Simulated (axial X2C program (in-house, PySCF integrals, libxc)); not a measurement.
## Ionising SnH

All values come from calculations with an in-house relativistic program for diatomic molecules, spin-free (one-electron X2C) or two-component (2c: spin–orbit coupling with atomic mean-field Coulomb and Gaunt terms, which also bring small scalar terms), in Dyall basis sets with cores contracted in-house; open shells are unrestricted.

Basis sets: H dyall-v3z, Sn dyall-cv3z. Frozen shells (counts by l): SnH Sn 4s3p1d, H none, 15 electrons correlated; SnH⁺ Sn 4s3p1d, H none, 14 electrons correlated. Where the outer core of a metal is frozen, bonds come out longer and ionisation energies lower.

```
Hamiltonian  level         SnH state  Re (Å)  ωe (cm⁻¹)  De (eV)
  spin-free     HF  M_S = 1/2, Λ = 1   1.769     1792.0     1.67
  spin-free   BP86  M_S = 1/2, Λ = 1   1.797     1640.6     2.79
  spin-free   PBE0  M_S = 1/2, Λ = 1   1.779     1713.4     2.57
  spin-free    MP2  M_S = 1/2, Λ = 1   1.756     1775.9     2.41
         2c     HF           Ω = 1/2   1.770     1784.2      n/a
         2c   BP86           Ω = 1/2   1.798     1631.9      n/a
         2c   PBE0           Ω = 1/2   1.780     1705.7      n/a
         2c    MP2           Ω = 1/2   1.757     1768.5      n/a
```

Adiabatic ionisation energy (minimum to minimum, no zero-point term) and constants of SnH⁺:

```tsv
Hamiltonian	level	SnH⁺ state	IE (eV)	Re (Å)	ωe (cm⁻¹)	De (eV)	fragments
spin-free	HF	M_S = 0, Λ = 0	6.67	1.745	1936.1	1.86	Sn+ + H
spin-free	BP86	M_S = 0, Λ = 0	7.28	1.779	1753.7	2.89	Sn+ + H
spin-free	PBE0	M_S = 0, Λ = 0	7.18	1.762	1828.4	2.70	Sn+ + H
spin-free	MP2	M_S = 0, Λ = 0	7.09	1.739	1897.9	2.56	Sn+ + H
2c	HF	Ω = 0	6.79	1.745	1935.1	1.53	Sn+ + H
2c	BP86	Ω = 0	7.41	1.779	1747.8	n/a	Sn+ + H
2c	PBE0	Ω = 0	7.31	1.761	1824.7	n/a	Sn+ + H
2c	MP2	Ω = 0	7.21	1.738	1895.3	2.28	Sn+ + H
```

(1) Add the zero-point terms to the ionisation energy at MP2, 2c, and say whether the electron removed was bonding.

Each entry is the lowest single determinant of a limited PBE0 search at one distance. De goes to single-determinant-based atoms at the same level (for ions the charge split of lowest energy) and is withheld (n/a) where an atom does not fit its ground term or J level. Main or longest-lived isotopes. The functionals have no current term, which raises determinants with orbital currents.

Answers

(1) IE0 = IE + (ωe⁺ − ωe)/2 = 7.21 + (0.008) = 7.22 eV. Re changes by -0.019 Å, so the electron was nearly non-bonding.
